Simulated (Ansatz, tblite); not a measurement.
Isomers of Sn5Cl4⁺ (doublet), found by a short tight-binding search and relaxed with PBE-D4/def2-SVP in Ansatz.

In the def2 sets Sn takes a core potential; there is no spin–orbit coupling. The xTB rows come from tblite. Correlated methods freeze 40 core orbitals; core or outer-core shells of Sn are correlated, in sets that lack core-valence functions.

Run but left out: MP2/def2-SVP (B: ⟨S²⟩ 1.04, where a pure state has 0.75).

A: At MP2/def2-SVP the charge 1 doublet is spin-contaminated (final ⟨S²⟩ up to 0.90, 0.75 for a pure state). B: At MP2/def2-SVP the charge 1 doublet is spin-contaminated (final ⟨S²⟩ up to 1.04, 0.75 for a pure state). D: At MP2/def2-SVP the charge 1 doublet is spin-contaminated (final ⟨S²⟩ up to 0.88, 0.75 for a pure state).

Other spin states weren't relaxed.

A:

```xyz
9

Sn   -1.623    0.583   -2.076
Sn   -0.581    2.194    0.200
Sn    1.787   -2.071   -0.082
Sn    2.170    2.697    0.500
Sn   -1.964    0.134    1.846
Cl   -0.002   -1.694    1.753
Cl    0.328   -1.260   -2.062
Cl   -3.132   -0.760   -0.360
Cl    3.016    0.177    0.280
```

B:

```tsv
atom	x (Å)	y (Å)	z (Å)
Sn1	-2.0155	-0.2877	-0.3312
Sn2	2.4205	1.7105	-1.0008
Sn3	0.3113	-1.0632	1.5205
Sn4	-2.5380	-2.9986	0.3991
Sn5	-1.3186	2.4884	0.2378
Cl6	1.2543	2.1155	1.3110
Cl7	-0.0121	-3.5831	0.7003
Cl8	1.7859	-0.7597	-0.8038
Cl9	0.1122	2.3777	-2.0329
```

C:

```csv
atom,x (Å),y (Å),z (Å)
Sn1,2.1160,-2.1457,-1.7025
Sn2,-2.2753,0.1812,2.0236
Sn3,1.1757,0.6865,-1.3037
Sn4,-0.2412,-1.6297,0.3157
Sn5,0.9863,1.0157,1.6890
Cl6,2.7385,-1.4751,0.7320
Cl7,-1.2942,2.4043,1.2248
Cl8,-0.5298,1.7081,-2.6158
Cl9,-2.6760,-0.7453,-0.3631
```

D:

```xyz
9

Sn   -2.987    0.068   -2.202
Sn   -1.193   -0.899    1.132
Sn    2.715   -1.161   -1.254
Sn   -0.136   -0.216   -1.684
Sn    0.623    1.982    0.344
Cl   -0.037    0.945    2.624
Cl    3.008    0.884    0.394
Cl    1.241   -2.428    0.410
Cl   -3.233    0.826    0.235
```

Task: Estimate their order by electronic energy at PBE0-D4/def2-SVP, counted from the lowest.

Result: D (0.0) < B (3.6) < A (3.7) < C (12.5), in kcal/mol. Gaps under about 2 kJ/mol are ties within the noise of geometry and basis.

Task: Do the other levels pick the same lowest one?

Result: Not GFN2-xTB, HF/def2-SVP. Energies above each level's lowest (kcal/mol):

| level | A | B | C | D |
| --- | --- | --- | --- | --- |
| GFN1-xTB | 5.4 | 12.9 | 6.7 | 0.0 |
| GFN2-xTB | 0.0 | 21.0 | 61.9 | 25.5 |
| HF/def2-SVP | 0.0 | 8.2 | 27.7 | 11.2 |
| PBE-D4/def2-SVP | 5.5 | 3.8 | 12.0 | 0.0 |
| r2SCAN-D4/def2-SVP | 4.2 | 3.6 | 11.9 | 0.0 |
| PBE0-D4/def2-SVP | 3.7 | 3.6 | 12.5 | 0.0 |
| PBE-QIDH/def2-SVP | 3.2 | 3.6 | 10.3 | 0.0 |
Point groups (tolerance 0.1 Å): A Cs, B not assigned, C not assigned, D not assigned. Lower isomers may exist.
